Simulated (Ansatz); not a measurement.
```xyz
11

C    -1.3675    0.0733    1.5330
N    -0.2310    0.1856    0.6917
Mo    0.4999    0.5357   -0.8271
N     1.5203   -1.0361   -1.2744
O    -0.6926    0.8196   -1.9756
Cl    1.8239    2.3842   -0.5773
H    -2.3006    0.2175    0.9774
H    -1.3109    0.8188    2.3329
H    -1.3836   -0.9166    2.0010
H     1.7315   -1.2786   -2.2322
H     1.7105   -1.8034   -0.6493
```

Total charge 0; spin multiplicity 1. Mo: def2 effective core potential.

**Question.** List the B3LYP/def2-TZVPP orbital energies in eV (the Gaussian-basis code of Ansatz). (Estimate.)

**Answer.** Ansatz gave: Occupied: -2762.04, -520.99, -390.26, -389.99, -278.16, -256.79, -195.77, -195.69, -195.68, -72.37, -45.60, -45.23, -44.99, -24.85, -23.65, -23.33, -21.65, -17.74, -14.18, -12.76, -12.62, -12.54, -11.99, -10.94, -10.60, -10.31, -10.05, -9.08, -8.69, -8.36, -7.73, -7.49. Lowest empty: -2.05, -1.81, -1.17, -0.66, -0.13, 0.25, 0.70, 1.00.

B3LYP here is the variant with VWN-RPA as its local correlation; programs differ in this.
